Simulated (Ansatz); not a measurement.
One geometry of Ag2Se⁺, several levels of theory.

```yaml
crystal:
  periodic: [false, false, false]
  atoms:
    - {symbol: Ag, position_ang: [1.356135, -0.636744, -1.099658]}
    - {symbol: Ag, position_ang: [-1.501557, 1.093150, 0.080353]}
    - {symbol: Se, position_ang: [0.145413, -0.456406, 1.019305]}
basis:
  gaussian: {orbitals: def2-TZVP, initial_orbitals: start.molden}
total_charge: 1
magnetization: {spin_polarized: true, initial_magnetization: 1}
correlation: {method: ccsd_t}
scf: {omitted_lower_state_checks: [starts, cluster_reference]}
output: {orbitals: {seedname: orbitals}}
```

The file start.molden holds the orbitals of an earlier run on this structure, at another level or in another basis.

```sh
$ ansatz run in.yaml --threads 4 --pin off --events-out ev --progress --plain --max-ram 3916MiB
```

Output, abridged:

```
Functional definition: HF
1102 factors; integrals over basis functions are off by at most 6.2e-4 eV
mean field evaluation 1: about -73249.7885 eV, gradient 1.8e1 eV
mean field evaluation 2: about -73250.6837 eV, gradient 1.2e0 eV
mean field evaluation 4: about -73251.0771 eV, gradient 6.7e-2 eV
mean field evaluation 8: about -73251.0773 eV, gradient 2.3e-6 eV
mean field -73251.07734735 eV, -2691.9274411516 hartree, gradient 2.8e-6 eV, S^2 0.763008; 0 other end points of the search recorded, 0 dependent functions left out
9 core orbitals not correlated: weight in the atoms' cores, before any rotation towards them, 1.000 or more for the frozen orbitals, at most 0.000 for the correlated occupied ones
reference -73251.07734735 eV, -2691.9274411516 hartree; 27, 26 occupied and 92, 93 virtual orbitals, 1102 factors
second order -31.67627751 eV of doubles, -0.00000000 eV of singles
cycle   1  -29.62488453 eV  change     2.1e0 eV  update   1.3e-1
cycle   2  -30.31266988 eV  change   -6.9e-1 eV  update   4.2e-2
cycle   3  -30.46105465 eV  change   -1.5e-1 eV  update   2.8e-2
cycle   4  -30.42936240 eV  change    3.2e-2 eV  update   1.3e-2
cycle   5  -30.41796699 eV  change    1.1e-2 eV  update   6.8e-3
cycle   6  -30.42805176 eV  change   -1.0e-2 eV  update   2.4e-3
cycle   7  -30.42893427 eV  change   -8.8e-4 eV  update   1.1e-3
cycle   8  -30.42845397 eV  change    4.8e-4 eV  update   4.4e-4
cycle   9  -30.42861492 eV  change   -1.6e-4 eV  update   1.7e-4
cycle  10  -30.42879974 eV  change   -1.8e-4 eV  update   8.1e-5
cycle  11  -30.42860973 eV  change    1.9e-4 eV  update   3.5e-5
cycle  12  -30.42864447 eV  change   -3.5e-5 eV  update   1.5e-5
perturbative correction -0.74122947 eV, -0.0272396807 hartree
Total energy: -73282.24722130 eV, -2693.0729128914 hartree
Checks for a lower state left out: starts, cluster_reference
```

Run time 53 s (4 threads of Arm Neoverse V2 on a shared host), peak host memory 1.7 GiB.

As the first input, with `hamiltonian: {xc: pbe, dispersion: d4}`, `scf: {omitted_lower_state_checks: [starts]}`, `output: {forces: true, orbitals: {seedname: orbitals}}` and without the key `correlation` (abridged; 2.9 s):

```
Functional definition: PBE
mean field -73334.33415221 eV, -2694.9870722966 hartree, gradient 1.3e-5 eV, S^2 0.754888
Total energy: -73334.44969836 eV, -2694.9913185394 hartree
Atom 0 force    -0.010609     0.004660     0.009544 eV/Å
Atom 1 force     0.018318    -0.014971     0.003810 eV/Å
Atom 2 force    -0.007709     0.010311    -0.013354 eV/Å
Dipole moment:    -0.066251     0.207907    -0.464304 e Å
Checks for a lower state left out: starts
```

First input, but with `hamiltonian: {xc: r2scan, dispersion: d4}`, `scf: {omitted_lower_state_checks: [starts]}` and without the key `correlation` (abridged; 6 s):

```
Functional definition: r2SCAN
mean field -73345.78276835 eV, -2695.4078011798 hartree, gradient 1.7e-5 eV, S^2 0.757739
Total energy: -73345.80349594 eV, -2695.4085629045 hartree
Checks for a lower state left out: starts
```

As the first input, with `hamiltonian: {xc: {name: wB97M-V}}`, `scf: {omitted_lower_state_checks: [starts]}` and without the key `correlation` (abridged; 12 s):

```
Functional definition: wB97M-V
mean field -73336.35933969 eV, -2695.0614965640 hartree, gradient 1.4e-5 eV, S^2 0.754456
Total energy: -73336.35939536 eV, -2695.0614986098 hartree
Checks for a lower state left out: starts
```

As the first input, with `hamiltonian: {xc: {name: LC-wPBE}}`, `scf: {omitted_lower_state_checks: [starts]}` and without the key `correlation` (abridged; 3.2 s):

```
Functional definition: LC-wPBE
mean field -73335.54591084 eV, -2695.0316036051 hartree, gradient 1.7e-5 eV, S^2 0.755934
Total energy: -73335.54591085 eV, -2695.0316036054 hartree
Checks for a lower state left out: starts
```

The first input with `hamiltonian: {xc: pbe0, dispersion: d4}`, `scf: {omitted_lower_state_checks: [starts]}` and without the key `correlation` (abridged; 3.1 s):

```
Functional definition: PBE0
mean field -73335.50284007 eV, -2695.0300207835 hartree, gradient 4.4e-5 eV, S^2 0.756349
Total energy: -73335.60121344 eV, -2695.0336359380 hartree
Checks for a lower state left out: starts
```

Geometry: PBE-D4/def2-TZVP.

In the def2 sets Ag takes a core potential; there is no spin–orbit coupling. LC-ωPBE has ω = 0.4 bohr⁻¹. Correlated methods freeze 9 core orbitals; core or outer-core shells of Ag, Se are correlated, in sets that lack core-valence functions. No other spin state of charge 1 was run. The structure comes from a short search, and lower isomers may exist.
